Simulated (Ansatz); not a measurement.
Reaction (formal exchange of groups at the Se–Sn bond): `[SH][SnH2][SeH]` + `C[O][GeH2][Cl]` → `C[O][GeH]([Cl])[SeH]` + `[SH][SnH3]`

Program: Ansatz. Geometries: PBE0-D4/def2-TZVP. ΔE: electronic, gas phase. CCSD(T)/CBS adds triple-zeta CCSD(T) − MP2 to the extrapolated MP2 energy (def2 sets, frozen cores). Functionals use def2-TZVPP. B3LYP here is the variant with VWN-RPA as its local correlation; programs differ in this. def2 core potentials past Kr. For Ge, Se, Sn outer-core shells are correlated without core-valence functions, which leaves a few kJ/mol of doubt a bond. Scalar relativity is left out up to krypton. One conformer a species, not always the lowest.

Problem. Is it downhill or uphill in electronic energy at CCSD(T)/CBS, and by how much? (Estimate.)

Solution. Computed: Uphill: ΔE = +2.6 kcal/mol.

Problem. What do these levels give: PBE-D4, PBE0-D4, ωB97X-V, B2PLYP, PBE, B3LYP, MP2/def2-TZVPP, SCS-MP2/def2-TZVPP, CCSD/def2-TZVPP, HF/def2-QZVPP, MP2/def2-QZVPP, SCS-MP2/def2-QZVPP? (An estimate is asked.)

Solution. The calculation gave: PBE-D4 0.5, PBE0-D4 1.0, ωB97X-V 1.0, B2PLYP 1.7, PBE 1.3, B3LYP 2.3, MP2/def2-TZVPP 0.7, SCS-MP2/def2-TZVPP 1.1, CCSD/def2-TZVPP 0.8, HF/def2-QZVPP 4.1, MP2/def2-QZVPP 2.1, SCS-MP2/def2-QZVPP 2.5 kcal/mol.

Largest T1 diagnostic among the species: 0.012.

In def2-TZVPP, CCSD(T) changes the Hartree–Fock value by −3.2 kcal/mol (the triples alone add −0.4 kcal/mol) and MP2 by −2.9 kcal/mol. The D4 term adds −1.3 kcal/mol with B3LYP and −0.7 kcal/mol with PBE0; it sums over pairs of atoms, weighted by their polarisabilities, and B3LYP, whose exchange is more repulsive, gets the larger term.
